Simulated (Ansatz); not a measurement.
Ansatz (a quantum-chemistry and plane-wave program) input file for Ge(Cl)(SH)3 (ClGeH3S3), SMILES [SH][Ge]([SH])([SH])[Cl], PBE-D3(BJ)/def2-SVP. 

Ansatz 0.2 input:
```yaml
crystal:
  periodic: [false, false, false]
  atoms:
    - {symbol: S, position_ang: [-0.73919619, -0.46558804, -2.02657494]}
    - {symbol: Ge, position_ang: [-0.00244585, 0.00131565, -0.01126450]}
    - {symbol: S, position_ang: [-0.30619756, -1.79857918, 1.21145610]}
    - {symbol: S, position_ang: [2.07861723, 0.70054283, 0.13026910]}
    - {symbol: Cl, position_ang: [-1.13734389, 1.68158514, 0.67982679]}
    - {symbol: H, position_ang: [-0.31714615, -1.74414535, -1.95733929]}
    - {symbol: H, position_ang: [0.61992326, -1.43379788, 2.12008735]}
    - {symbol: H, position_ang: [2.57876036, -0.43311507, -0.40174365]}
basis:
  gaussian:
    orbitals: def2-SVP
hamiltonian:
  xc: pbe
  dispersion: d3bj
relax: {f_tol: 0.002, max_steps: 200}
```

Output:

```
WARN ansatz: RAYON_NUM_THREADS=1 ignored (pool sized by the plan → 1); use --threads N
Functional definition: PBE
integrals: 0.08 GiB planned
1335 factors; their error is unknown
mean field: 0.37 GiB planned
mean field evaluation 1: about -101548.8729 eV, gradient 2.9e1 eV
mean field evaluation 2: about -101547.1219 eV, gradient 4.3e1 eV
mean field evaluation 4: about -101550.4818 eV, gradient 9.9e-1 eV
mean field evaluation 8: about -101550.3947 eV, gradient 3.0e-2 eV
mean field -101550.39468294 eV, -3731.9081712683 hartree, gradient 6.3e-5 eV, S^2 0.000000; 0 other end points of the search recorded, 0 dependent functions left out
the calculation of the forces begins
reference -101550.39471413 eV, -3731.9081724146 hartree; 50, 50 occupied and 69, 69 virtual orbitals, 1335 factors
relax step   1: F+E_penalty+E_count = -101550.72237139 eV  Δ(F+E_penalty+E_count) = +0.000e0 eV  max|allowed force component| = 6.312e-1 eV/Å  Δτ_max = 0.0000 Å  (25 SCF iters, accepted)
these checks for a lower state are left out or cut short: starts, cluster_reference, orbital_swaps, neighbouring_geometries, increment
integrals: 0.08 GiB planned
1335 factors; their error is unknown
mean field: 0.37 GiB planned
mean field evaluation 16: about -101550.5157 eV, gradient 3.9e0 eV
mean field -101550.44770811 eV, -3731.9101199074 hartree, gradient 3.6e-5 eV, S^2 0.000000; 0 other end points of the search recorded, 0 dependent functions left out
the calculation of the forces begins
reference -101550.44773915 eV, -3731.9101210479 hartree; 50, 50 occupied and 69, 69 virtual orbitals, 1335 factors
relax step   2: F+E_penalty+E_count = -101550.77041149 eV  Δ(F+E_penalty+E_count) = -4.804e-2 eV  max|allowed force component| = 1.488e-1 eV/Å  Δτ_max = 0.0410 Å  (24 SCF iters, accepted)
these checks for a lower state are left out or cut short: starts, cluster_reference, orbital_swaps, neighbouring_geometries, increment
integrals: 0.08 GiB planned
1335 factors; their error is unknown
mean field: 0.37 GiB planned
mean field -101550.45301105 eV, -3731.9103147866 hartree, gradient 3.9e-5 eV, S^2 0.000000; 0 other end points of the search recorded, 0 dependent functions left out
the calculation of the forces begins
reference -101550.45304250 eV, -3731.9103159426 hartree; 50, 50 occupied and 69, 69 virtual orbitals, 1335 factors
relax step   3: F+E_penalty+E_count = -101550.77223281 eV  Δ(F+E_penalty+E_count) = -1.821e-3 eV  max|allowed force component| = 9.389e-2 eV/Å  Δτ_max = 0.0638 Å  (24 SCF iters, accepted)
these checks for a lower state are left out or cut short: starts, cluster_reference, orbital_swaps, neighbouring_geometries, increment
integrals: 0.08 GiB planned
1335 factors; their error is unknown
mean field: 0.37 GiB planned
mean field evaluation 32: about -101550.4302 eV, gradient 2.5e-5 eV
mean field -101550.43019829 eV, -3731.9094764332 hartree, gradient 2.5e-5 eV, S^2 0.000000; 0 other end points of the search recorded, 0 dependent functions left out
the calculation of the forces begins
reference -101550.43022951 eV, -3731.9094775807 hartree; 50, 50 occupied and 69, 69 virtual orbitals, 1335 factors
relax step   4: F+E_penalty+E_count = -101550.74872529 eV  Δ(F+E_penalty+E_count) = +2.351e-2 eV  max|allowed force component| = 4.220e-1 eV/Å  Δτ_max = 0.0840 Å  (27 SCF iters, rejected (line search))
these checks for a lower state are left out or cut short: starts, cluster_reference, orbital_swaps, neighbouring_geometries, increment
integrals: 0.08 GiB planned
1335 factors; their error is unknown
mean field: 0.37 GiB planned
mean field -101550.45515498 eV, -3731.9103935746 hartree, gradient 3.4e-5 eV, S^2 0.000000; 0 other end points of the search recorded, 0 dependent functions left out
the calculation of the forces begins
reference -101550.45518628 eV, -3731.9103947251 hartree; 50, 50 occupied and 69, 69 virtual orbitals, 1335 factors
relax step   5: F+E_penalty+E_count = -101550.77561456 eV  Δ(F+E_penalty+E_count) = -3.382e-3 eV  max|allowed force component| = 1.709e-2 eV/Å  Δτ_max = 0.0233 Å  (25 SCF iters, accepted)
these checks for a lower state are left out or cut short: starts, cluster_reference, orbital_swaps, neighbouring_geometries, increment
integrals: 0.08 GiB planned
1335 factors; their error is unknown
mean field: 0.37 GiB planned
mean field -101550.45502481 eV, -3731.9103887913 hartree, gradient 3.4e-5 eV, S^2 0.000000; 0 other end points of the search recorded, 0 dependent functions left out
the calculation of the forces begins
reference -101550.45505606 eV, -3731.9103899397 hartree; 50, 50 occupied and 69, 69 virtual orbitals, 1335 factors
relax step   6: F+E_penalty+E_count = -101550.77583485 eV  Δ(F+E_penalty+E_count) = -2.203e-4 eV  max|allowed force component| = 1.449e-2 eV/Å  Δτ_max = 0.0115 Å  (25 SCF iters, accepted)
these checks for a lower state are left out or cut short: starts, cluster_reference, orbital_swaps, neighbouring_geometries, increment
integrals: 0.08 GiB planned
1335 factors; their error is unknown
mean field: 0.37 GiB planned
mean field -101550.45500688 eV, -3731.9103881322 hartree, gradient 3.4e-5 eV, S^2 0.000000; 0 other end points of the search recorded, 0 dependent functions left out
the calculation of the forces begins
reference -101550.45503811 eV, -3731.9103892798 hartree; 50, 50 occupied and 69, 69 virtual orbitals, 1335 factors
relax step   7: F+E_penalty+E_count = -101550.77589490 eV  Δ(F+E_penalty+E_count) = -6.005e-5 eV  max|allowed force component| = 1.648e-3 eV/Å  Δτ_max = 0.0100 Å  (25 SCF iters, accepted)
these checks for a lower state are left out or cut short: starts, cluster_reference, orbital_swaps, neighbouring_geometries, increment
integrals: 0.08 GiB planned
1335 factors; their error is unknown
mean field: 0.37 GiB planned
mean field -101550.45498246 eV, -3731.9103872349 hartree, gradient 1.3e-5 eV, S^2 0.000000; 0 other end points of the search recorded, 0 dependent functions left out
the calculation of the forces begins
reference -101550.45501368 eV, -3731.9103883822 hartree; 50, 50 occupied and 69, 69 virtual orbitals, 1335 factors
relax step   8: F+E_penalty+E_count = -101550.77590290 eV  Δ(F+E_penalty+E_count) = -7.994e-6 eV  max|allowed force component| = 2.350e-3 eV/Å  Δτ_max = 0.0048 Å  (22 SCF iters, accepted)
these checks for a lower state are left out or cut short: starts, cluster_reference, orbital_swaps, neighbouring_geometries, increment
integrals: 0.08 GiB planned
1335 factors; their error is unknown
mean field: 0.37 GiB planned
mean field -101550.45445689 eV, -3731.9103679204 hartree, gradient 3.3e-5 eV, S^2 0.000000; 0 other end points of the search recorded, 0 dependent functions left out
the calculation of the forces begins
reference -101550.45448814 eV, -3731.9103690687 hartree; 50, 50 occupied and 69, 69 virtual orbitals, 1335 factors
relax step   9: F+E_penalty+E_count = -101550.77545249 eV  Δ(F+E_penalty+E_count) = +4.504e-4 eV  max|allowed force component| = 9.718e-2 eV/Å  Δτ_max = 0.0075 Å  (25 SCF iters, rejected (line search))
these checks for a lower state are left out or cut short: starts, cluster_reference, orbital_swaps, neighbouring_geometries, increment
integrals: 0.08 GiB planned
1335 factors; their error is unknown
mean field: 0.37 GiB planned
mean field evaluation 64: about -101550.4550 eV, gradient 2.1e-5 eV
mean field -101550.45497951 eV, -3731.9103871264 hartree, gradient 2.1e-5 eV, S^2 0.000000; 0 other end points of the search recorded, 0 dependent functions left out
the calculation of the forces begins
reference -101550.45501073 eV, -3731.9103882735 hartree; 50, 50 occupied and 69, 69 virtual orbitals, 1335 factors
relax step  10: F+E_penalty+E_count = -101550.77590767 eV  Δ(F+E_penalty+E_count) = -4.770e-6 eV  max|allowed force component| = 5.727e-4 eV/Å  Δτ_max = 0.0038 Å  (21 SCF iters, accepted)
these checks for a lower state are left out or cut short: starts, cluster_reference, orbital_swaps, neighbouring_geometries, increment
integrals: 0.08 GiB planned
1335 factors; their error is unknown
mean field: 0.37 GiB planned
mean field -101550.45497561 eV, -3731.9103869832 hartree, gradient 9.0e-6 eV, S^2 0.000000; 0 other end points of the search recorded, 0 dependent functions left out
the calculation of the forces begins
reference -101550.45500682 eV, -3731.9103881302 hartree; 50, 50 occupied and 69, 69 virtual orbitals, 1335 factors
relax step  11: F+E_penalty+E_count = -101550.77591024 eV  Δ(F+E_penalty+E_count) = -2.568e-6 eV  max|allowed force component| = 1.735e-3 eV/Å  Δτ_max = 0.0048 Å  (22 SCF iters, accepted)
these checks for a lower state are left out or cut short: starts, cluster_reference, orbital_swaps, neighbouring_geometries, increment
integrals: 0.08 GiB planned
1335 factors; their error is unknown
mean field: 0.37 GiB planned
mean field -101550.45497732 eV, -3731.9103870457 hartree, gradient 8.4e-6 eV, S^2 0.000000; 0 other end points of the search recorded, 0 dependent functions left out
the calculation of the forces begins
reference -101550.45500852 eV, -3731.9103881924 hartree; 50, 50 occupied and 69, 69 virtual orbitals, 1335 factors
relax step  12: F+E_penalty+E_count = -101550.77591139 eV  Δ(F+E_penalty+E_count) = -1.152e-6 eV  max|allowed force component| = 2.323e-3 eV/Å  Δτ_max = 0.0045 Å  (22 SCF iters, accepted)
these checks for a lower state are left out or cut short: starts, cluster_reference, orbital_swaps, neighbouring_geometries, increment
integrals: 0.08 GiB planned
1335 factors; their error is unknown
mean field: 0.37 GiB planned
mean field -101550.45497942 eV, -3731.9103871232 hartree, gradient 1.9e-5 eV, S^2 0.000000; 0 other end points of the search recorded, 0 dependent functions left out
the calculation of the forces begins
reference -101550.45501063 eV, -3731.9103882698 hartree; 50, 50 occupied and 69, 69 virtual orbitals, 1335 factors
relax step  13: F+E_penalty+E_count = -101550.77591305 eV  Δ(F+E_penalty+E_count) = -1.666e-6 eV  max|allowed force component| = 1.772e-3 eV/Å  Δτ_max = 0.0033 Å  (21 SCF iters, accepted)
integrals: 0.08 GiB planned
1335 factors; their error is unknown
mean field: 0.37 GiB planned
mean field evaluation 96: about -101550.4550 eV, gradient 4.7e-4 eV
mean field -101550.45497942 eV, -3731.9103871232 hartree, gradient 1.9e-5 eV, S^2 0.000000; 1 other end points of the search recorded, 0 dependent functions left out
the calculation of the forces begins
reference -101550.45501063 eV, -3731.9103882698 hartree; 50, 50 occupied and 69, 69 virtual orbitals, 1335 factors
Total energy: -101550.77594425 eV, -3731.9221823632 hartree
Atom 0 at    -0.763613    -0.471345    -2.060641 Å, force    -0.000170    -0.001508    -0.000428 eV/Å
Atom 1 at    -0.008633     0.006726    -0.012810 Å, force    -0.000810     0.001020    -0.000458 eV/Å
Atom 2 at    -0.327858    -1.824487     1.232182 Å, force    -0.000514    -0.000741     0.000187 eV/Å
Atom 3 at     2.106253     0.725632     0.152742 Å, force     0.001592     0.000195     0.000260 eV/Å
Atom 4 at    -1.152751     1.725076     0.667625 Å, force     0.000717    -0.001346    -0.000378 eV/Å
Atom 5 at    -0.337258    -1.763062    -1.957155 Å, force    -0.000228     0.001772     0.000525 eV/Å
Atom 6 at     0.656568    -1.462505     2.103709 Å, force     0.000051     0.000168     0.000303 eV/Å
Atom 7 at     2.602264    -0.427817    -0.380936 Å, force    -0.000637     0.000440    -0.000011 eV/Å
Dipole moment:     0.356040    -0.435792    -0.011220 e Å
```

Self-consistency was reached.

Cost: roughly 40 core-seconds.
